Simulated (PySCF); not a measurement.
Species: C2H7NOSi.
Atom-mapped SMILES: `[CH3:1][O:2]/[CH:3]=[N:4]\[SiH3:5]` (hydrogens: H6, H7, H8 on C1; H9 on C3; H10, H11, H12 on Si5)

The same species was optimised twice, with GFN2-xTB and with PBE0-D3(BJ)/def2-SVP (PySCF), and the same property calculations (PySCF, gas phase) were run on both structures.

| coordinate | GFN2-xTB | PBE0-D3(BJ)/def2-SVP | change |
| --- | --- | --- | --- |
| Si5–H11 (Å) | 1.461 | 1.493 | +0.032 |
| Si5–H12 (Å) | 1.461 | 1.493 | +0.032 |
| Si5–H10 (Å) | 1.475 | 1.504 | +0.029 |
| C3–H9 (Å) | 1.094 | 1.104 | +0.010 |
| C1–H6 (Å) | 1.092 | 1.102 | +0.010 |
| C1–H7 (Å) | 1.093 | 1.102 | +0.009 |
| C1–H8 (Å) | 1.088 | 1.097 | +0.009 |
| C3=N4 (Å) | 1.242 | 1.250 | +0.008 |
| N4–Si5 (Å) | 1.707 | 1.712 | +0.005 |
| C1–O2 (Å) | 1.413 | 1.410 | -0.003 |
| O2–C3 (Å) | 1.338 | 1.339 | +0.001 |
| C3–N4–Si5 (°) | 146.8 | 152.9 | +6.1 |
| N4–Si5–H11 (°) | 103.1 | 108.1 | +5.0 |
| N4–Si5–H12 (°) | 103.2 | 108.1 | +4.9 |
| H11–Si5–H12 (°) | 113.9 | 109.1 | -4.8 |
| N4–Si5–H10 (°) | 120.2 | 116.6 | -3.6 |
| N4–C3–H9 (°) | 120.3 | 122.9 | +2.6 |
| O2–C3–N4 (°) | 131.6 | 129.2 | -2.4 |
| C1–O2–C3 (°) | 119.0 | 117.8 | -1.2 |
| C1–O2–C3–N4 (°) | 0 | 0 | 0 |

Rotational constants: A = 8075, B = 2497, C = 1976 MHz (GFN2-xTB) against A = 8318, B = 2405, C = 1931 MHz (PBE0-D3(BJ)/def2-SVP). Point groups within 0.08 Å: Cs and Cs.

On the GFN2-xTB structure: isotropic polarisability (au) 63.9 [CAM-B3LYP/def2-SVPD]; HOMO (eV) -8.69 [CAM-B3LYP/def2-SVPD]; LUMO (eV) 1.06 [CAM-B3LYP/def2-SVPD]; dipole (D) 1.82 [CAM-B3LYP/def2-SVPD].

Q: What do these properties become on the PBE0-D3(BJ)/def2-SVP structure?

A: 
```tsv
property	level	on GFN2-xTB	on PBE0-D3(BJ)/def2-SVP	change
isotropic polarisability (au)	CAM-B3LYP/def2-SVPD	63.9	65.6	+1.7
HOMO (eV)	CAM-B3LYP/def2-SVPD	-8.69	-8.60	+0.09
LUMO (eV)	CAM-B3LYP/def2-SVPD	1.06	0.93	-0.13
dipole (D)	CAM-B3LYP/def2-SVPD	1.82	1.59	-0.23
energy, GFN2-xTB geometry as zero (kcal/mol)	CAM-B3LYP/def2-SVPD	0.0	-1.8	-1.8
```

The heavy atoms differ by 0.038 Å rms after alignment. Among all bonds Si5–H11 and Si5–H12 change most and about equally (+0.032 Å). Changes are differences of the printed values. Neither structure is proved a minimum here.

Conformer computed: `[CH3:1][O:2]/[CH:3]=[N:4]\[SiH3:5]`: C1–O2–C3–N4 0°.
